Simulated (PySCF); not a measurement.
H₃MoNO₃, SMILES [OH][Mo](=[O])(=[O])[NH2], multiplicity 1. Atoms are numbered in the order given.

```xyz
8

Mo     0.0608     0.0204     0.0000
O      1.0181     0.1745    -1.3848
O      1.0181     0.1745     1.3848
O     -1.2948     1.3307     0.0000
H     -1.1772     2.2898     0.0000
N     -0.7819    -1.7185     0.0000
H     -0.9172    -2.2779    -0.8406
H     -0.9172    -2.2779     0.8406
```

The structure is a stationary point at B3LYP-D3(BJ)/def2-SVP. The geometry has at least one imaginary mode, so it is a saddle point at that level. The multiplicity is an assumed one; other spin states were not compared. The def2 effective core potentials stand for the cores of Mo; spin–orbit coupling is left out. The values are those of a single conformer.

Calculation: PBE/def2-TZVP (PySCF).

Gas-phase values at a fixed geometry.

- total energy: -350.49102 hartree
- point group: Cs
- highest occupied level: -7.05 eV
- lowest empty level: -2.75 eV
- orbital gap: 4.30 eV
- dipole moment: 0.537 e·Å
- quadrupole, principal values (traceless, Buckingham form, about the centre of nuclear charge): -9.46, -7.20, 16.66 D·Å
- mean static polarisability: 56.1 bohr³ (8.32 Å³)
- polarisability, principal values: 52.3, 53.7, 62.4 bohr³
